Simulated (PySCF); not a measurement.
This script is equivalent to a calculation on Sb (antimony, neutral).

```python
from pyscf import gto, scf, dft, mp, cc
import basis_set_exchange as bse
txt = bse.get_basis("def2-TZVPPD", elements=["Sb"], fmt="nwchem", header=False)
cut = txt.index("\nECP")
mol = gto.M(atom="Sb 0 0 0", charge=0, spin=3, symmetry="D2h",
            basis=gto.basis.parse(txt[:cut]),
            ecp={"Sb": gto.basis.parse_ecp(txt[cut:])})
mf = dft.UKS(mol, xc="B88,P86")
mf.irrep_nelec = {'Ag': (4, 4), 'B1g': (1, 1), 'B2g': (1, 1), 'B3g': (1, 1), 'B1u': (2, 1), 'B2u': (2, 1), 'B3u': (2, 1)}
mf.kernel()
```

**Question.** What total energy does it give?

**Answer.** -240.336 hartree (calculated).

**Question.** Which occupied shell lies highest, and where?

**Answer.** 5p α, at -5.519 eV.

**Question.** What is ⟨S²⟩, and what would a pure spin state give?

**Answer.** 3.751, against 3.75.

Energies and moments cover only the electrons outside the core potential.
